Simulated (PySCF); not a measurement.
Compound: germanium monosulfide, GeS.
InChI=1S/GeS/c1-2

Linear response at PBE0/aug-cc-pVTZ (PySCF, frozen core in the response, non-relativistic). Isolated species at its PBE0-D3(BJ)/def2-TZVP geometry, gas phase. Relativistic effects, spin–orbit coupling among them, are left out although an element past zinc is present.

Static isotropic polarisability: 52.31 au (7.75 Å³), principal values 42.3, 42.3, 72.3 au.

Question: What is the polarisability at 1064 nm and at the sodium D line?

Answer: 53.26 au at 1064 nm (+1.8 %), 55.66 au at 589.3 nm (+6.4 %). The rise at 589.3 nm is 3.52 times that at 1064 nm; a pure ω² law gives 3.26. The lowest singlet lies at 323 nm, shorter than both wavelengths.

Question: What is the isotropic C6 coefficient between two such molecules, C6 = (3/π)∫α(iω)² dω?

Answer: 760.8 au (Eh·bohr⁶) by a ten-point quadrature over imaginary frequencies, which is 455 eV·Å⁶ or 43.9 J·nm⁶/mol.

Question: Which effective excitation energy ω̄ makes London's formula C6 = (3/4)α²ω̄ exact here?

Answer: ω̄ = 4·C6/(3α²) = 0.371 Eh = 10.1 eV. A one-pole form α(ω) = α/(1 − ω²/ω̄²) fitted to the 1064 nm value gives 8.7 eV.

Question: What n − 1 at the D line would an ideal gas of it have at 273.15 K and 1 atm (2.6868 × 10¹⁹ cm⁻³), by n − 1 = 2π·N·α′?

Answer: 13.92 × 10⁻⁴, a formal value whether or not that pressure can be reached.

Question: What molar refraction at the D line follows from R = (4π/3)·N_A·α′, with α′ the polarisability volume?

Answer: α′ = 8.25 Å³ gives R = 20.81 cm³/mol, for isolated, non-vibrating species.

Question: What three-body coefficient follows from the one-pole estimate C9 = (3/4)·α·C6?

Answer: 29800 au. This is an estimate from the two numbers above, not a computed integral.

Question: What does −C6/R⁶ come to at R = 8 Å between centres?

Answer: -170 J/mol. This is the leading, orientation-averaged term; C8 and higher terms are left out.

Question: The lowest 10 singlets have (eV, f): 3.84, 0.000; 4.07, 0.000; 4.07, 0.000; 4.21, 0.018; 4.21, 0.018; 5.76, 0.136; 7.10, 0.107; 7.10, 0.107; 7.25, 0.020; 7.28, 0.030. What share of the static polarisability do they carry in the sum over states α = Σ f/ω²?

Answer: 8.41 au, 16.1 % of α; the largest term, 3.03 au, is that of the state at 5.76 eV. Their oscillator strengths add up to 0.44. Higher states carry the rest.
